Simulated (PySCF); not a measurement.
All values below come from PBE0-D3(BJ)/def2-TZVP // PBE0-D3(BJ)/def2-SVP (PySCF). All species are isolated molecules in the gas phase. One relaxed conformer stands for a flexible species; it need not be the lowest. Delta-SCF ions had no search for a lower state. Excitations are Tamm–Dancoff values on a coarser integration grid. The basis has no diffuse functions, so Rydberg states are missing or too high.

Reference species (SMILES): `[OH][Ge]([OH])([OH])[OH]` (neutral, multiplicity 1).

The vertical ionisation energy (Delta-SCF) is 11.38 eV, the HOMO–LUMO gap is 8.93 eV and the T1 excitation (TDA) is 6.94 eV.

Changed species: `[O](C)[Ge]([O]C)([O]C)[OH]` (3 of 4 OH replaced by OCH3; the reference has 0 of 4 OH replaced by OCH3).

Task: Predict the effect on the vertical ionisation energy (Delta-SCF), HOMO–LUMO gap and T1 excitation (TDA).

Result: the vertical ionisation energy (Delta-SCF) falls by 1.51 eV, to 9.87 eV; the HOMO–LUMO gap drops by 0.75 eV, to 8.18 eV; the T1 excitation (TDA) falls by 0.55 eV, to 6.39 eV.
